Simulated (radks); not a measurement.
Values are calculated unless marked as measured or tabulated.
Neutral rubidium inside a hard spherical wall (all orbitals vanish at R), configuration held at [Kr] 5s1 and not refilled when levels cross. Level of theory: scalar-relativistic Kohn-Sham, LDA (Slater exchange, Perdew-Wang correlation), spin-polarised, spherical densities, point nucleus; open shells are filled with parallel spins first (spin-orbit coupling, left out, can overturn this in heavy ions) (a radial shooting solver on a logarithmic mesh with Libxc functionals). Eigenvalues in eV for spin up, with the zero of energy where the potential of the charges vanishes at infinity; a dash marks a level that is unbound or too diffuse for the functional's potential to be trusted. A positive occupied level is held by the wall or, in an anion where self-interaction has pushed it up, behind a barrier. The pressure on the wall is -dE/dV.

| R (bohr) | E (hartree) | kinetic (hartree) | e(3d) | e(4s) | e(4p) | e(5s) | e(5p, empty) | e(4d, empty) | pressure (GPa) |
|---|---|---|---|---|---|---|---|---|---|
| free | -2977.65087 | 3048.605 | -104.15 | -31.927 | -16.007 | -2.546 | -0.898 | -0.111 | 0 |
| 10 | -2977.64610 | 3048.636 | -103.85 | -31.632 | -15.721 | -2.273 | -0.219 | 0.505 | 0.0833 |
| 5 | -2977.42390 | 3049.444 | -100.71 | -28.891 | -13.123 | 4.758 | 10.596 | 5.471 | 20.0 |
| 3.5 | -2976.43154 | 3053.155 | -92.728 | -22.998 | -6.973 | 26.563 | 37.753 | 15.759 | 314 |
| 3 | -2975.14104 | 3057.743 | -85.108 | -17.258 | -0.490 | 48.578 | 62.852 | 25.313 | 1010 |
| 2.5 | -2971.92281 | 3068.240 | -71.355 | -5.368 | 13.299 | 93.554 | 111.84 | 44.232 | 3790 |
| 2 | -2962.83485 | 3094.998 | -46.042 | 23.605 | 46.614 | 195.24 | 218.25 | 86.224 | 17800 |
| 1.5 | -2931.40356 | 3180.071 | 8.440 | 115.91 | 147.79 | 468.57 | 493.32 | 198.58 | 123000 |
